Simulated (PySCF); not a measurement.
**Shieldings and the share of exact exchange**

Molecule: `N1[SiH2][SiH2][SiH2][SiH2]1`, H₉NSi₄.

Geometry:
| atom | x (Å) | y (Å) | z (Å) |
| --- | --- | --- | --- |
| N1 | 0.314 | -1.754 | 0.417 |
| Si2 | -1.423 | -1.553 | 0.338 |
| Si3 | -1.743 | 0.762 | 0.046 |
| Si4 | 0.495 | 1.483 | -0.013 |
| Si5 | 1.601 | -0.575 | 0.285 |
| H6 | 0.626 | -2.714 | 0.548 |
| H7 | -2.086 | -2.050 | 1.587 |
| H8 | -2.013 | -2.336 | -0.796 |
| H9 | -2.492 | 1.365 | 1.191 |
| H10 | -2.470 | 1.065 | -1.226 |
| H11 | 0.849 | 2.124 | -1.317 |
| H12 | 0.805 | 2.436 | 1.098 |
| H13 | 2.512 | -0.889 | -0.864 |
| H14 | 2.459 | -0.561 | 1.515 |

GIAO shieldings (ppm, equivalent atoms averaged) in PySCF 2.14 on the PBE0-D3(BJ)/def2-SVP geometry, basis pcSseg-1, gas phase, non-relativistic:

| functional | exact exchange (%) | σ(N1) | σ(Si2/Si5) | σ(Si3/Si4) |
| --- | --- | --- | --- | --- |
| BLYP | 0 | 248.9 | 364.3 | 443.4 |
| BP86 | 0 | 253.3 | 370.9 | 455.8 |
| PBE | 0 | 253.9 | 371.9 | 458.7 |
| B3LYP | 20 | 256.0 | 377.9 | 455.5 |
| PBE0 | 25 | 261.9 | 389.0 | 472.7 |
| mPW1PW91 | 25 | 260.8 | 387.3 | 469.4 |
| HF | 100 | 273.6 | 434.6 | 501.9 |

Problem. Fit each shielding as a line in the percentage of exact exchange.

Solution. σ(N1) = 253.1 + 0.22 x (rms 2.3 ppm); σ(Si2/Si5) = 369.1 + 0.66 x (rms 3.1 ppm); σ(Si3/Si4) = 453.3 + 0.50 x (rms 6.1 ppm). The functionals also differ in their semilocal parts, which the line can't hold; Hartree–Fock has no correlation at all.

Problem. What does the line predict for BHandHLYP (50 %), and what does the run give?

Solution. σ(N1): 264.1 predicted, 264.0 computed; σ(Si2/Si5): 402.1 predicted, 398.4 computed; σ(Si3/Si4): 478.3 predicted, 472.4 computed ppm.
